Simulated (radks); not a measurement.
Results of a calculation; reference values are marked as such.
Spin polarisation of the 2p2 shell in C. Start: [He] 2s2 2p(up 1, down 1); electrons of 2p are moved from spin down to spin up, other shells keep equal spins. Level of theory: scalar-relativistic Kohn-Sham, PBEsol, spin-polarised, spherical densities, point nucleus (a radial shooting solver on a logarithmic mesh with Libxc functionals).

[
 {"moment (Bohr magnetons)": "0", "E - E(0) (eV)": "0.000", "e(2p up) (eV)": "-5.234", "e(2p down) (eV)": "-5.234", "2s down minus up (eV)": "0.000", "1s down minus up (eV)": "0.000"},
 {"moment (Bohr magnetons)": "0.5", "E - E(0) (eV)": "-0.079", "e(2p up) (eV)": "-5.522", "e(2p down) (eV)": "-4.891", "2s down minus up (eV)": "0.682", "1s down minus up (eV)": "0.214"},
 {"moment (Bohr magnetons)": "1", "E - E(0) (eV)": "-0.316", "e(2p up) (eV)": "-5.758", "e(2p down) (eV)": "-4.493", "2s down minus up (eV)": "1.369", "1s down minus up (eV)": "0.425"},
 {"moment (Bohr magnetons)": "1.5", "E - E(0) (eV)": "-0.712", "e(2p up) (eV)": "-5.937", "e(2p down) (eV)": "-4.034", "2s down minus up (eV)": "2.063", "1s down minus up (eV)": "0.632"},
 {"moment (Bohr magnetons)": "2", "E - E(0) (eV)": "-1.268", "e(2p up) (eV)": "-6.053", "e(2p down) (eV)": "-3.506", "2s down minus up (eV)": "2.765", "1s down minus up (eV)": "0.832"}
]

At moment 2 the spin-polarisation energy is -1.268 eV and the 2p exchange splitting 2.547 eV, that is 1.274 eV per Bohr magneton; E = -I m^2/4 would give I = 1.268 eV.
